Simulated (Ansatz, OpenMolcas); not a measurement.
## C2H3ClNSi (SMILES C[Si](Cl)C#N): the vertical ionisation energy, rung by rung

C2H3ClNSi: 8 atoms, total charge 0, spin state doublet. As SMILES, `C[Si](Cl)C#N`. The coordinates come from a PBE0-D4/def2-TZVP relaxation.

Quantity: the vertical ionisation energy (to the singlet cation), in eV. The values are calculated.

| level | kind | program | value (eV) | CPU time (all runs) |
| --- | --- | --- | --- | --- |
| UHF/def2-SVP | Hartree–Fock | OpenMolcas | 8.83 | 25 s |
| USVWN5/def2-SVP | LDA | Ansatz | 8.64 | 5.2 s |
| UBLYP/def2-SVP | GGA | OpenMolcas | 8.39 | 1.8 min |
| UBHLYP/def2-SVP | global hybrid | Ansatz | 8.95 | 13 s |
| UPBE0/def2-SVP | global hybrid | OpenMolcas | 8.92 | 1.7 min |
| U-wB97M-V/def2-SVP | range-separated hybrid | Ansatz | 8.71 | 85 s |
| RPA@PBE0/def2-SVP | RPA | Ansatz | 8.69 | 19 s |
| UMP2/def2-SVP | perturbation theory | Ansatz | 8.53 | 6.1 s |
| UCCSD/def2-SVP | coupled cluster or CI | Ansatz | 8.69 | 45 s |

The values span 8.39 to 8.95 eV. The second state's dipole differs much between rows, so they may not all be the same state. Times are those of the runs behind each value, whatever else they computed, on shared processors of several kinds: orders of magnitude only.
